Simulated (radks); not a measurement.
Polarisability of the chromium ion Cr6+, [Ar], at imaginary frequency. Calculated with a radial shooting solver on a logarithmic mesh with Libxc functionals: scalar-relativistic Kohn-Sham, LDA (Slater exchange, VWN5 correlation), spin-polarised, spherical densities, finite nucleus; Fermi nuclear charge, rms radius 3.6452 fm. Response by self-consistent Sternheimer equations with the Hartree and adiabatic LDA kernel, the relativistic mass of each level held fixed and spin-orbit coupling left out.

| w (hartree) | alpha1(iw) (bohr^3) | alpha2(iw) (bohr^5) |
|---|---|---|
| 0.00266 | 0.8125 | 0.7128 |
| 0.0143 | 0.8125 | 0.7128 |
| 0.0360 | 0.8123 | 0.7128 |
| 0.0697 | 0.8118 | 0.7126 |
| 0.118 | 0.8105 | 0.7121 |
| 0.186 | 0.8075 | 0.7111 |
| 0.280 | 0.8013 | 0.7090 |
| 0.413 | 0.7886 | 0.7045 |
| 0.605 | 0.7630 | 0.6953 |
| 0.892 | 0.7126 | 0.6760 |
| 1.35 | 0.6184 | 0.6352 |
| 2.12 | 0.4640 | 0.5509 |
| 3.59 | 0.2716 | 0.3964 |
| 6.94 | 0.1120 | 0.1905 |
| 17.5 | 0.02797 | 0.04196 |

Static values: alpha1 = 0.8125 bohr^3 (0.1204 angstrom^3; uncoupled 1.301), alpha2 = 0.7128 bohr^5, alpha3 = 1.352 bohr^7. C6 = 1.252, C8 = 6.803, triple-dipole C9 = 0.7398 atomic units. One-pole (London) frequency 4 C6 / (3 alpha1^2) = 2.528 hartree, against 5.460 for minus the highest occupied eigenvalue.
